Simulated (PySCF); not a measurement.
Cd(Cl)(OH) (CdClHO), SMILES [OH][Cd][Cl].

Geometry optimised at B3LYP-D3(BJ)/def2-TZVP. The def2 effective core potentials stand for the cores of Cd; spin–orbit coupling is left out. Other conformers were not sampled.

Calculation: ωB97X/def2-TZVPD in PySCF.

Gas-phase values at a fixed geometry.

The total energy is -703.89732 hartree and the point group is Cs. The highest occupied level comes out as -10.92 eV, the lowest empty level is -0.07 eV and the orbital gap is 10.85 eV. The dipole moment is 1.72 D and the quadrupole, principal values (traceless, Buckingham form, about the centre of nuclear charge) comes out as -13.94, 4.66, 9.28 D·Å. The mean static polarisability comes out as 47.6 bohr³ (7.05 Å³) and the polarisability, principal values comes out as 38.1, 38.2, 66.4 bohr³.
